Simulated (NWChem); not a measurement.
System: C₃H₇FOSi; SMILES C=C[Si@H](F)CO

Excerpt of the output:

```
             Northwest Computational Chemistry Package (NWChem) 7.3.0
             --------------------------------------------------------

                             Geometry "geometry" -> ""
                             -------------------------

 Output coordinates in angstroms (scale by  1.889725989 to convert to a.u.)

  No.       Tag          Charge          X              Y              Z
 ---- ---------------- ---------- -------------- -------------- --------------
    1 C                    6.0000     0.11356300    -2.62937500    -0.50838300
    2 C                    6.0000     0.75737800    -1.69110400     0.21668500
    3 Si                  14.0000     0.01572300    -0.01457600     0.56060400
    4 F                    9.0000    -1.52246900    -0.01354700    -0.05925600
    5 C                    6.0000     0.83092800     1.43517400    -0.35479900
    6 O                    8.0000    -0.00729200     2.58552500    -0.24850700
    7 H                    1.0000    -0.89791700    -2.44824800    -0.91082700
    8 H                    1.0000     0.56041200    -3.61487800    -0.72615600
    9 H                    1.0000     1.76695800    -1.92325600     0.60637800
   10 H                    1.0000    -0.09901300     0.28028200     2.02871400
   11 H                    1.0000     1.81096000     1.69262900     0.10173500
   12 H                    1.0000     1.05091500     1.15027600    -1.41507700
   13 H                    1.0000    -0.88674300     2.31735000    -0.57768800

 Effective nuclear repulsion energy (a.u.)     297.5233247465

                                 NWChem DFT Module
                                 -----------------

 Summary of "ao basis" -> "ao basis" (spherical)
 ------------------------------------------------------------------------------
       Tag                 Description            Shells   Functions and Types
 ---------------- ------------------------------  ------  ---------------------
 C                          def2-svp                 6       14   3s2p1d
 Si                         def2-svp                 8       18   4s3p1d
 F                          def2-svp                 6       14   3s2p1d
 O                          def2-svp                 6       14   3s2p1d
 H                          def2-svp                 3        5   2s1p

 in cosmo_initialize ...
 calling solv_data for solv:h2o

 solvent parameters
 solvname_short: h2o
 solvname_long:  water
 dielec:       78.4000
 dielecinf:     1.7769
 aqueous SMD model solvent descriptors
 dielec:       78.4000
 sola:          0.8200

          ---------------
          -cosmo- solvent
          ---------------
 Cosmo: York-Karplus, doi: 10.1021/jp992097l
 dielectric constant -eps-     =  78.40
 screen = (eps-1)/(eps    )    =   0.98724
 surface charge correction     = lagrangian

   van der Waals surface
 --------------------------

 ---------- ATOMIC COORDINATES (A.U.) ------------ VDWR(ANG.) --
     1    0.21460295   -4.96879827   -0.96070457     1.850
     2    1.43123689   -3.19572318    0.40947528     1.850
     3    0.02971216   -0.02754465    1.05938795     2.470
     4   -2.87704924   -0.02560012   -0.11197760     1.730
     5    1.57022624    2.71208561   -0.67047289     1.850
     6   -0.01377988    4.88593379   -0.46961014     1.520
     7   -1.69681709   -4.62651787   -1.72121345     1.200
     8    1.05902512   -6.83112890   -1.37223586     1.200
     9    3.33906645   -3.63442685    1.14588827     1.200
    10   -0.18710744    0.52965618    3.83371357     1.200
    11    3.42221818    3.19860501    0.19225127     1.200
    12    1.98594139    2.17370645   -2.67410778     1.200
    13   -1.67570129    4.37915652   -1.09167203     1.200
 number of segments per atom =        128
 number of   points per atom =        128
 atom (   nspa,  nppa )
 ----------------------
    1 (     61,     0 )       0
    2 (     35,     0 )       0
    3 (     62,     0 )       0
    4 (     63,     0 )       0
    5 (     32,     0 )       0
    6 (     61,     0 )       0
    7 (     51,     0 )       0
    8 (     56,     0 )       0
    9 (     54,     0 )       0
   10 (     31,     0 )       0
   11 (     54,     0 )       0
   12 (     52,     0 )       0
   13 (     54,     0 )       0
 number of -cosmo- surface points =      666
 molecular surface =    132.738 angstrom**2
 molecular volume  =    120.819 angstrom**3
 -lineq- algorithm             =   0
 -bem- low  level              =   3
 -bem- from -octahedral-
 gaussian surface charge width =   4.50000
 degree of switching           =   1.00000
 switching function tolerance  =   0.00010
 atomic radii =
 --------------
    1  6.000  1.850
    2  6.000  1.850
    3 14.000  2.470
    4  9.000  1.730
    5  6.000  1.850
    6  8.000  1.520
    7  1.000  1.200
    8  1.000  1.200
    9  1.000  1.200
   10  1.000  1.200
   11  1.000  1.200
   12  1.000  1.200
   13  1.000  1.200
 ...... end of -cosmo- initialization ......

 nat:                    13
 ixmem:                  9153
 calling mnsol_interface()
 G(SMD-CDS) energy (kcal/mol)  =     4.885
 SMD-CDS SASA (angstrom**2)    =   170.059

            General Information
            -------------------
          SCF calculation type: DFT
          Wavefunction type:  closed shell.
          No. of atoms     :    13
          No. of electrons :    56
           Alpha electrons :    28
            Beta electrons :    28
          Charge           :     0
          Spin multiplicity:     1
          Use of symmetry is: off; symmetry adaption is: off
          Maximum number of iterations: 150
          AO basis - number of functions:   123
                     number of shells:    59
          Convergence on energy requested:  1.00D-06
          Convergence on density requested:  1.00D-05
          Convergence on gradient requested:  5.00D-04

              XC Information
              --------------
                       M06-2X Method XC Functional
                     Hartree-Fock (Exact) Exchange  0.540
                        M06-2X Exchange Functional  1.000
                      M06-2X Correlation Potential  1.000

             Grid Information
             ----------------
          Grid used for XC integration:  medium
          Radial quadrature: Mura-Knowles
          Angular quadrature: Lebedev.
          Tag              B.-S. Rad. Rad. Pts. Rad. Cut. Ang. Pts.
          ---              ---------- --------- --------- ---------
          C                   0.70       49          12.0       434
          Si                  1.10       88          11.0       590
          F                   0.50       49          11.0       434
          O                   0.60       49          14.0       434
          H                   0.35       45          14.0       434
          Grid pruning is: on
          Number of quadrature shells:   648
          Spatial weights used:  Erf1

      Superposition of Atomic Density Guess
      -------------------------------------

 Sum of atomic energies:        -579.09159422

      Non-variational initial energy
      ------------------------------

 Total energy =    -581.640247
 1-e energy   =   -1388.999888
 2-e energy   =     509.836316
 HOMO         =      -0.301273
 LUMO         =      -0.020737

   convergence    iter        energy       DeltaE   RMS-Dens  Diis-err
 ---------------- ----- ----------------- --------- --------- ---------
     COSMO gas phase
 d= 0,ls=0.0,diis     1   -582.5688062661 -8.80D+02  9.41D-03  7.14D-01
 d= 0,ls=0.0,diis     2   -582.5935253630 -2.47D-02  4.19D-03  7.33D-01
 d= 0,ls=0.0,diis     3   -582.6562487581 -6.27D-02  6.47D-04  1.26D-02
 d= 0,ls=0.0,diis     4   -582.6573767809 -1.13D-03  2.30D-04  1.08D-03
 d= 0,ls=0.0,diis     5   -582.6574793871 -1.03D-04  9.67D-05  2.82D-04
  Resetting Diis
 d= 0,ls=0.0,diis     6   -582.6575161921 -3.68D-05  2.26D-05  7.12D-06
 d= 0,ls=0.0,diis     7   -582.6575172462 -1.05D-06  8.60D-06  5.57D-07
 d= 0,ls=0.0,diis     8   -582.6575172690 -2.28D-08  3.86D-06  4.42D-07

   convergence    iter        energy       DeltaE   RMS-Dens  Diis-err
 ---------------- ----- ----------------- --------- --------- ---------
     COSMO solvation phase
 d= 0,ls=0.0,diis     1   -582.6616277300 -4.11D-03  1.22D-03  5.86D-03
 d= 0,ls=0.0,diis     2   -582.6629356004 -1.31D-03  2.79D-04  1.93D-03
 d= 0,ls=0.0,diis     3   -582.6630844609 -1.49D-04  1.42D-04  4.63D-04
 d= 0,ls=0.0,diis     4   -582.6631371192 -5.27D-05  3.30D-05  1.56D-05
 d= 0,ls=0.0,diis     5   -582.6631390750 -1.96D-06  1.13D-05  1.73D-06
 d= 0,ls=0.0,diis     6   -582.6631393243 -2.49D-07  3.40D-06  1.73D-07

         Total DFT energy =     -582.663139324257
      One electron energy =    -1394.088109307037
           Coulomb energy =      572.457527280385
    Exchange-Corr. energy =      -58.701563614356
 Nuclear repulsion energy =      297.523324746536

             COSMO energy =        0.145681570214

 Numeric. integr. density =       55.999988449758

                                COSMO-SMD solvation results
                                ---------------------------

             internal energy in gas <Psi(g)|H|Psi(g)> =      -582.657517269047
         internal energy in solvent <Psi(s)|H|Psi(s)> =      -582.655747125757
                               delta internal energy  =         0.001770143290 (    1.11 kcal/mol)
   total free energy in solvent <Psi(s)|H+V/2|Psi(s)> =      -582.670924761504
 polarization energy contribution <Psi(s)|V/2|Psi(s)> =        -0.015177635747 (   -9.52 kcal/mol)
    total free energy in solvent including G(SMD-CDS) =      -582.663139324257
                       G(SMD-CDS) energy contribution =         0.007785437246 (    4.89 kcal/mol)
     1 M fixed-concentration free energy of solvation =        -0.005622055211 (   -3.53 kcal/mol)

                       DFT Final Molecular Orbital Analysis
                       ------------------------------------

 Vector   26  Occ=2.000000D+00  E=-3.766991D-01
              MO Center=  3.8D-01, -6.0D-01,  1.7D-01, r^2= 5.0D+00
   Bfn.  Coefficient  Atom+Function         Bfn.  Coefficient  Atom+Function
  ----- ------------  ---------------      ----- ------------  ---------------
    19      0.280436   2 C  py               80     -0.195199   6 O  pz
   104     -0.189378  10 H  s                94      0.178414   8 H  s
    99     -0.175423   9 H  s                37     -0.165673   3 Si py
   114     -0.153251  12 H  s                18     -0.147172   2 C  px
    83     -0.147891   6 O  pz               22      0.145398   2 C  py

 Vector   27  Occ=2.000000D+00  E=-3.501039D-01
              MO Center=  3.8D-01, -1.1D+00, -6.8D-02, r^2= 4.7D+00
   Bfn.  Coefficient  Atom+Function         Bfn.  Coefficient  Atom+Function
  ----- ------------  ---------------      ----- ------------  ---------------
    20      0.296519   2 C  pz                6      0.246438   1 C  pz
    80      0.235609   6 O  pz               23      0.207520   2 C  pz
    18     -0.198805   2 C  px               83      0.193969   6 O  pz
     5     -0.176280   1 C  py                9      0.162745   1 C  pz
    21     -0.146110   2 C  px               37     -0.133087   3 Si py

 Vector   28  Occ=2.000000D+00  E=-3.225026D-01
              MO Center=  3.6D-01,  5.5D-01, -1.4D-01, r^2= 4.9D+00
   Bfn.  Coefficient  Atom+Function         Bfn.  Coefficient  Atom+Function
  ----- ------------  ---------------      ----- ------------  ---------------
    80      0.287412   6 O  pz               83      0.243584   6 O  pz
    63     -0.206585   5 C  s                65      0.199841   5 C  py
    79     -0.197346   6 O  py                6     -0.191074   1 C  pz
    66     -0.187308   5 C  pz               82     -0.172556   6 O  py
    37     -0.157619   3 Si py              114      0.154427  12 H  s

 Vector   29  Occ=0.000000D+00  E= 1.407101D-02
              MO Center=  3.6D-01, -1.8D+00, -7.5D-02, r^2= 3.1D+00
   Bfn.  Coefficient  Atom+Function         Bfn.  Coefficient  Atom+Function
  ----- ------------  ---------------      ----- ------------  ---------------
     9      0.523142   1 C  pz               63     -0.428516   5 C  s
    23     -0.422300   2 C  pz                6      0.346160   1 C  pz
    20     -0.275129   2 C  pz               40      0.261658   3 Si py
    22      0.242547   2 C  py                7     -0.231392   1 C  px
     8     -0.213396   1 C  py               21      0.192102   2 C  px

 Vector   30  Occ=0.000000D+00  E= 6.106686D-02
              MO Center=  3.1D-02,  1.1D-01,  3.9D-01, r^2= 4.6D+00
   Bfn.  Coefficient  Atom+Function         Bfn.  Coefficient  Atom+Function
  ----- ------------  ---------------      ----- ------------  ---------------
    39      0.929059   3 Si px                3      0.550663   1 C  s
    17     -0.464046   2 C  s                49      0.433774   4 F  s
    41      0.346336   3 Si pz               77      0.330169   6 O  s
   120     -0.321753  13 H  s                95     -0.283164   8 H  s
    32      0.256946   3 Si s               105     -0.246701  10 H  s

 Vector   31  Occ=0.000000D+00  E= 1.041245D-01
              MO Center=  1.6D-01,  1.1D+00, -3.6D-02, r^2= 5.4D+00
   Bfn.  Coefficient  Atom+Function         Bfn.  Coefficient  Atom+Function
  ----- ------------  ---------------      ----- ------------  ---------------
    63      1.568802   5 C  s                40     -0.877544   3 Si py
   115     -0.851982  12 H  s                32     -0.724460   3 Si s
    68     -0.574645   5 C  py              120     -0.569450  13 H  s
    77      0.528865   6 O  s                39     -0.487787   3 Si px
   105      0.450348  10 H  s               110     -0.426451  11 H  s

     Multipole analysis of the density
     ---------------------------------

     L   x y z        total         alpha         beta         nuclear
     -   - - -        -----         -----         ----         -------
     0   0 0 0     -0.000000    -28.000000    -28.000000     56.000000

     1   1 0 0      0.646823      0.345757      0.345757     -0.044690
     1   0 1 0     -0.982035     -0.963957     -0.963957      0.945880
     1   0 0 1     -0.243861     -0.646512     -0.646512      1.049163

     2   2 0 0    -30.768918    -83.144371    -83.144371    135.519824
     2   1 1 0     -1.907578      4.981345      4.981345    -11.870268
     2   1 0 1      1.401004      0.146835      0.146835      1.107334
     2   0 2 0    -35.111067   -297.670058   -297.670058    560.229049
     2   0 1 1      0.006433      1.820395      1.820395     -3.634357
     2   0 0 2    -31.899271    -43.982580    -43.982580     56.065890
```

Level: M06-2X/def2-SVP, SMD on the gas-phase geometry. Structure relaxed at the PBE-D3(BJ)/def2-SVP level. Solvent: water.

### Question
Reconstruct the input file.

### Answer
Several could match; the one computed here: the input that was run:
```
start job
memory heap 200 mb stack 900 mb global 1100 mb
geometry units angstroms noautosym nocenter noautoz
  C      0.113563    -2.629375    -0.508383
  C      0.757378    -1.691104     0.216685
  Si     0.015723    -0.014576     0.560604
  F     -1.522469    -0.013547    -0.059256
  C      0.830928     1.435174    -0.354799
  O     -0.007292     2.585525    -0.248507
  H     -0.897917    -2.448248    -0.910827
  H      0.560412    -3.614878    -0.726156
  H      1.766958    -1.923256     0.606378
  H     -0.099013     0.280282     2.028714
  H      1.810960     1.692629     0.101735
  H      1.050915     1.150276    -1.415077
  H     -0.886743     2.317350    -0.577688
end
basis spherical
  * library def2-svp
end
dft
  xc m06-2x
  iterations 150
end
cosmo
  do_cosmo_smd true
  solvent water
end
task dft energy
```
